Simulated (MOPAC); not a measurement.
Job for MOPAC: AM1 on BH5P2 (SMILES PBP), a point of a torsion scan.

```
AM1 1SCF PRECISE CHARGE=0 THREADS=1
BH5P2

P      1.75156345 1     0.14616166 1    -0.26533026 1
B      0.05940938 1    -0.72978383 1     0.07066855 1
P     -1.42553960 1     0.17249750 1     0.71316920 1
H      1.19264927 1     1.38234009 1    -0.57170641 1
H      1.94717200 1     0.52887830 1     1.05599718 1
H     -0.06551096 1    -1.84728290 1    -0.25796172 1
H     -0.89416442 1     1.03716593 1     1.64823416 1
H     -1.94463524 1    -0.73852379 1     1.60799632 1
```

Program output:

```
*******************************************************************************
 **                                                                           **
 **                              MOPAC v23.2.5                                **
 **                                                                           **
 *******************************************************************************
 ** MOPAC's Digital Object Identifier: https://doi.org/10.5281/zenodo.6511958 **
 **                                                                           **
 ** Please cite the open-source release paper for use of this MOPAC version:  **
 ** J. E. Moussa and J. J. P. Stewart (2026)                                  **
 ** MOPAC: An open-source semiempirical molecular orbital program             **
 ** J. Open Source Softw., 11(119), 8025, https://doi.org/10.21105/joss.08025 **
 *******************************************************************************

                              AM1 CALCULATION RESULTS

 *******************************************************************************
 *  AM1        - The AM1 Hamiltonian to be used
 *
 *
 *
 *                 CHARGE ON SYSTEM = 0
 *
 *
 *
 *  PRECISE    - TIGHTER CRITERIA TO BE USED
 *  1SCF       - DO 1 SCF AND THEN STOP
 *  THREADS=1  - MULTI-THREADING NOT USED
 *  T=         - A TIME OF 172800.0 SECONDS REQUESTED
 *  DUMP=N     - RESTART FILE WRITTEN EVERY 7200.0 SECONDS REQUESTED
 *******************************************************************************
AM1 1SCF PRECISE CHARGE=0 THREADS=1
 BH5P2

   ATOM   CHEMICAL          X               Y               Z
  NUMBER   SYMBOL      (ANGSTROMS)     (ANGSTROMS)     (ANGSTROMS)

     1       P          1.75156345  *   0.14616166  *  -0.26533026  *
     2       B          0.05940938  *  -0.72978383  *   0.07066855  *
     3       P         -1.42553960  *   0.17249750  *   0.71316920  *
     4       H          1.19264927  *   1.38234009  *  -0.57170641  *
     5       H          1.94717200  *   0.52887830  *   1.05599718  *
     6       H         -0.06551096  *  -1.84728290  *  -0.25796172  *
     7       H         -0.89416442  *   1.03716593  *   1.64823416  *
     8       H         -1.94463524  *  -0.73852379  *   1.60799632  *



          CARTESIAN COORDINATES

    NO.       ATOM           X           Y           Z

     1         P          1.7516      0.1462     -0.2653
     2         B          0.0594     -0.7298      0.0707
     3         P         -1.4255      0.1725      0.7132
     4         H          1.1926      1.3823     -0.5717
     5         H          1.9472      0.5289      1.0560
     6         H         -0.0655     -1.8473     -0.2580
     7         H         -0.8942      1.0372      1.6482
     8         H         -1.9446     -0.7385      1.6080

  H: (AM1): M.J.S. DEWAR ET AL, J. AM. CHEM. SOC. 107 3902-3909 (1985)
  B: (AM1): M.J.S. DEWAR ET AL, ORGANOMETALLICS, 7, 513-521 (1988)
  P: (AM1): M.J.S.DEWAR, JIE, C, THEOCHEM, 187, 1 (1989)

           Empirical Formula: H5 P2 B  =     8 atoms



      MOLECULAR POINT GROUP   :   C1


      RHF CALCULATION, NO. OF DOUBLY OCCUPIED LEVELS = 9


 -------------------------------------------------------------------------------
 AM1 1SCF PRECISE CHARGE=0 THREADS=1
 BH5P2



     1SCF WAS SPECIFIED, SO BFGS WAS NOT USED
     SCF FIELD WAS ACHIEVED


                              AM1 CALCULATION
                                                       MOPAC v23.2.5 Linux




          FINAL HEAT OF FORMATION =         31.68187 KCAL/MOL =     132.55694 KJ/MOL


          COSMO AREA              =        111.44 SQUARE ANGSTROMS
          COSMO VOLUME            =         97.43 CUBIC ANGSTROMS

          IONIZATION POTENTIAL    =          9.965591 EV
          HOMO LUMO ENERGIES (EV) =         -9.966 -0.414
          NO. OF FILLED LEVELS    =          9
          MOLECULAR WEIGHT        =         77.7970         POINT GROUP:  C1

          MOLECULAR DIMENSIONS (Angstroms)

            Atom       Atom       Distance
            H     8    H     4     4.36941
            H     7    H     6     3.55233
            H     5    P     3     2.38748


          SCF CALCULATIONS        =          1





   ATOM   CHEMICAL          X               Y               Z
  NUMBER   SYMBOL      (ANGSTROMS)     (ANGSTROMS)     (ANGSTROMS)

     1       P          1.75156345  *   0.14616166  *  -0.26533026  *
     2       B          0.05940938  *  -0.72978383  *   0.07066855  *
     3       P         -1.42553960  *   0.17249750  *   0.71316920  *
     4       H          1.19264927  *   1.38234009  *  -0.57170641  *
     5       H          1.94717200  *   0.52887830  *   1.05599718  *
     6       H         -0.06551096  *  -1.84728290  *  -0.25796172  *
     7       H         -0.89416442  *   1.03716593  *   1.64823416  *
     8       H         -1.94463524  *  -0.73852379  *   1.60799632  *

                             CARTESIAN COORDINATES

   1    P        1.751563450     0.146161660    -0.265330260
   2    B        0.059409380    -0.729783830     0.070668550
   3    P       -1.425539600     0.172497500     0.713169200
   4    H        1.192649270     1.382340090    -0.571706410
   5    H        1.947172000     0.528878300     1.055997180
   6    H       -0.065510960    -1.847282900    -0.257961720
   7    H       -0.894164420     1.037165930     1.648234160
   8    H       -1.944635240    -0.738523790     1.607996320


           Empirical Formula: H5 P2 B  =     8 atoms



      MOLECULAR POINT GROUP   :   C1


                  EIGENVALUES
 -24.25926 -21.09283 -18.37562 -13.64369 -13.05607 -12.58548 -11.65461 -11.05299
  -9.96559  -0.41355   0.30519   1.15297   1.39742   1.52547   1.80936   3.02036
   4.53046


              NET ATOMIC CHARGES AND DIPOLE CONTRIBUTIONS

  ATOM NO.   TYPE          CHARGE      No. of ELECS.   s-Pop       p-Pop
    1          P          -0.282357        5.2824     1.83372     3.44863
    2          B           0.327258        2.6727     1.36026     1.31249
    3          P          -0.348622        5.3486     1.80098     3.54764
    4          H           0.080347        0.9197     0.91965
    5          H           0.058931        0.9411     0.94107
    6          H          -0.021791        1.0218     1.02179
    7          H           0.085670        0.9143     0.91433
    8          H           0.100564        0.8994     0.89944
 DIPOLE           X         Y         Z       TOTAL
 POINT-CHG.    -0.184    -0.688     0.837     1.099
 HYBRID        -0.270     0.523     2.412     2.483
 SUM           -0.454    -0.165     3.249     3.285


          ATOMIC ORBITAL ELECTRON POPULATIONS

     Atom    s        px        py        pz
    1  P   1.83372   1.22040   1.12066   1.10757
    2  B   1.36026   0.50501   0.63557   0.17190
    3  P   1.80098   1.23248   1.13795   1.17721
    4  H   0.91965
    5  H   0.94107
    6  H   1.02179
    7  H   0.91433
    8  H   0.89944

 **********************
 *                    *
 * JOB ENDED NORMALLY *
 *                    *
 **********************




 == MOPAC DONE ==
```

The run finished.

Cost: roughly 0.010 core-seconds.
